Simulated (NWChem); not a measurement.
Species: MoNH$_{2}$SOCl; SMILES [Mo](=[NH])([SH])([Cl])=[O]

```xyz
7

Mo    -0.2890    -0.0144     0.0270
O     -1.2789     0.0415     1.3642
N     -1.2387     0.0594    -1.4035
H     -2.1873     0.1003    -1.7794
Cl     0.9305    -1.9421     0.0010
S      1.0230     1.9184     0.0518
H      1.0428     2.0792    -1.2906
```
Atoms are numbered in this order, from 1.

Computed with NWChem. The geometry was optimised at PBE0/def2-SVP. No frequency run checked for a minimum. def2 effective core potentials on Mo; no spin-orbit coupling.

### Question
Predict the results for BLYP/def2-SVP. Quantities: highest occupied level (eV); orbital gap (eV); dipole (D).

### Answer
The highest occupied level (eV) is -6.62 and the orbital gap (eV) is 3.30. The dipole (D) is 2.48.
